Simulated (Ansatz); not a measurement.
Geometry optimisation, RKS B3LYP-D4/def2-SVP in Ansatz 0.2.0.

Input:

```yaml
crystal:
  periodic: [false, false, false]
  atoms:
    - { symbol: Zn, position_ang: [-1.371851, -1.072566, -1.429113] }
    - { symbol: Si, position_ang: [0.853323, 0.631107, 0.87893] }
    - { symbol: Cl, position_ang: [-0.78491, -3.096978, -1.227204] }
    - { symbol: H, position_ang: [-0.115666, 0.20046, -0.112421] }
    - { symbol: Cl, position_ang: [-2.071142, 0.997186, -1.711623] }
    - { symbol: H, position_ang: [1.871426, -0.434981, 1.090009] }
    - { symbol: H, position_ang: [1.49544, 1.870402, 0.365004] }
    - { symbol: H, position_ang: [0.12318, 0.905369, 2.146219] }
basis:
  gaussian: { orbitals: def2-SVP }
hamiltonian:
  xc: b3lyp
  dispersion: d4
relax:
  f_tol: 0.03
  max_steps: 50
output:
  orbitals: {}
```

Command:

```bash
$ ansatz run input.yaml --threads 2 --pin off --max-ram 3072MiB --backend cpu --events-out ev --progress --plain --runs-dir out
```

Question: Where does it end, and by what steps?

Answer: It converged. After 17 steps the energy has fallen by 0.230 eV; H4 moved furthest, 1.00 Å.

```json
{"step": "0", "energy less start (eV)": "0.0000", "largest force component (eV/Å)": "0.973", "accepted": "yes"}
{"step": "1", "energy less start (eV)": "-0.1112", "largest force component (eV/Å)": "0.466", "accepted": "yes"}
{"step": "2", "energy less start (eV)": "-0.1375", "largest force component (eV/Å)": "0.051", "accepted": "yes"}
{"step": "3", "energy less start (eV)": "-0.1448", "largest force component (eV/Å)": "0.079", "accepted": "yes"}
{"step": "4", "energy less start (eV)": "-0.1517", "largest force component (eV/Å)": "0.039", "accepted": "yes"}
{"step": "5", "energy less start (eV)": "-0.1567", "largest force component (eV/Å)": "0.091", "accepted": "yes"}
{"step": "6", "energy less start (eV)": "-0.1628", "largest force component (eV/Å)": "0.128", "accepted": "yes"}
{"step": "7", "energy less start (eV)": "-0.1800", "largest force component (eV/Å)": "0.208", "accepted": "yes"}
{"step": "8", "energy less start (eV)": "-0.1943", "largest force component (eV/Å)": "0.264", "accepted": "yes"}
{"step": "9", "energy less start (eV)": "-0.2061", "largest force component (eV/Å)": "0.217", "accepted": "yes"}
{"step": "10", "energy less start (eV)": "-0.2195", "largest force component (eV/Å)": "0.115", "accepted": "yes"}
{"step": "11", "energy less start (eV)": "-0.2229", "largest force component (eV/Å)": "0.097", "accepted": "yes"}
{"step": "12", "energy less start (eV)": "-0.2233", "largest force component (eV/Å)": "0.169", "accepted": "yes"}
{"step": "13", "energy less start (eV)": "-0.2265", "largest force component (eV/Å)": "0.056", "accepted": "yes"}
{"step": "14", "energy less start (eV)": "-0.2282", "largest force component (eV/Å)": "0.037", "accepted": "yes"}
{"step": "15", "energy less start (eV)": "-0.2291", "largest force component (eV/Å)": "0.056", "accepted": "yes"}
{"step": "16", "energy less start (eV)": "-0.2294", "largest force component (eV/Å)": "0.030", "accepted": "yes"}
{"step": "17", "energy less start (eV)": "-0.2296", "largest force component (eV/Å)": "0.007", "accepted": "yes"}
```

```xyz
8
Properties=species:S:1:pos:R:3
Zn -1.340 -0.870 -1.275
Si 0.876 0.562 0.828
Cl -0.972 -2.921 -1.650
H 0.394 -0.638 0.054
Cl -2.057 1.131 -1.159
H 2.082 0.123 1.584
H 1.219 1.633 -0.141
H -0.203 0.979 1.758
```

Whether the end is a true minimum wasn't checked by a vibrational analysis.

Run time: 49 s on 2 threads of Arm Neoverse V2, with other jobs on the host, peak memory 0.25 GiB.
